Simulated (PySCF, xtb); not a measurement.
F2S, SMILES FSF (connectivity only; charge and spin as stated), charge +1, multiplicity 2.

Harmonic wavenumbers (cm⁻¹) from GFN2-xTB (xtb) at its own minimum, in rising order: 307, 791, 818.

**Question.** What does B3LYP-D3(BJ)/def2-TZVP in PySCF 2.14.0 give at its own minimum? (Estimate from the structure and the level; the computed values follow.)

**Answer.** 400, 970, 989. Paired by order, the mean absolute difference is 148 cm⁻¹ and the zero-point energies are 2.7 and 3.4 kcal/mol.
